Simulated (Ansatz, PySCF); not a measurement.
Species: CHBrCl, charge 0, multiplicity 2. SMILES: Cl[CH]Br
Geometry: optimised at B3LYP-D3(BJ)/def2-TZVP (Ansatz, a first-principles code).

Quantity: size of the dipole moment, in D. Conventions: open shells spin-unrestricted; no dispersion term unless named; non-relativistic; LANL2DZ with its own core potentials from Na on; 6-31G* and kin with 6d, 5d where marked; no spin-orbit coupling. First-principles rows: single points at B3LYP-D3(BJ) geometries (Ansatz).

```json
[
 {"level": "PBE/3-21G", "program": "Ansatz", "size of the dipole moment (D)": "1.03"},
 {"level": "PBE/LANL2DZ", "program": "Ansatz", "size of the dipole moment (D)": "0.98"},
 {"level": "BP86/6-31G* with LANL2DZ past Ar (5d)", "program": "PySCF", "size of the dipole moment (D)": "0.91"},
 {"level": "B3LYP/STO-3G", "program": "Ansatz", "size of the dipole moment (D)": "1.18"},
 {"level": "B3LYP/6-31G*", "program": "Ansatz", "size of the dipole moment (D)": "0.95"},
 {"level": "B3LYP/6-31G* with LANL2DZ past Ar", "program": "Ansatz", "size of the dipole moment (D)": "0.97"}
]
```

No value to compare with is used here. The 6 habitual levels span 0.91 (BP86/6-31G* with LANL2DZ past Ar (5d)) to 1.18 D (B3LYP/STO-3G).

The levels are drawn from those run, B3LYP/6-31G* more often than the rest, none by its result; left out are runs that failed, that the program found above a lower state of the same kind, or whose <S^2> lies over 0.5 above the pure value.
